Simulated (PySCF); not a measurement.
Molecule: `InChI=1S/C4H5F3O3/c1-2(3(8)9)10-4(5,6)7/h2H,1H3,(H,8,9)/p-1/t2-/m0/s1`.

Bonds (- single, = double, # triple, : aromatic): C1-C2, C2-O3, O3-C4, C4-F5, C4-F6, C4-F7, C2-C8, C8=O9, C8-O10. C1 carries H11, H12, H13; C2 carries H14. Formal charges: O10 -1. Stereochemistry as in C[C@H](OC(F)(F)F)C(=O)[O-].

Total charge -1.

Frames of a GFN2-xTB Langevin trajectory at 300 K; GIAO PBE0/pcSseg-1 shieldings in PySCF, gas phase, non-relativistic; equivalent atoms averaged within each frame.

δ = σ(ref) − σ, references computed at the same level: ¹³C (σ = 186.93 ppm) and ¹H (σ = 31.72 ppm) against TMS; H2O for ¹⁷O (σ = 336.08 ppm); ¹⁹F (σ = 170.95 ppm) vs CFCl3. The references are static minima.

How do the shifts (ppm) fluctuate along the trajectory?

Answers


| time (fs) | C8 | C4 | C2 | C1 | O9/O10 | O3 | F5/F6/F7 | H14 | H11/H12/H13 |
| --- | --- | --- | --- | --- | --- | --- | --- | --- | --- |
| 250 | 156.7 | 129.0 | 88.5 | 27.2 | 285.7 | 130.7 | -69.4 | 2.83 | 2.08 |
| 425 | 162.6 | 137.6 | 84.2 | 26.3 | 308.1 | 142.8 | -60.1 | 3.89 | 1.25 |
| 625 | 168.3 | 131.5 | 93.6 | 18.1 | 333.4 | 137.8 | -53.4 | 5.16 | 1.27 |
| 800 | 172.1 | 137.8 | 100.2 | 33.0 | 350.7 | 156.1 | -46.1 | 5.36 | 2.99 |
| 1000 | 165.2 | 130.2 | 100.8 | 25.3 | 326.1 | 138.9 | -66.4 | 6.01 | 3.22 |
| mean of frames | 165.0 | 133.2 | 93.5 | 26.0 | 320.8 | 141.2 | -59.1 | 4.65 | 2.16 |
| standard deviation | 5.8 | 4.2 | 7.2 | 5.3 | 24.9 | 9.4 | 9.5 | 1.28 | 0.93 |

5 frames give an uncertainty of the mean of about the standard deviation over 2.2 at best, since frames this close in time may not be independent; classical motion lacks zero-point vibration, and the reference would need the same averaging.
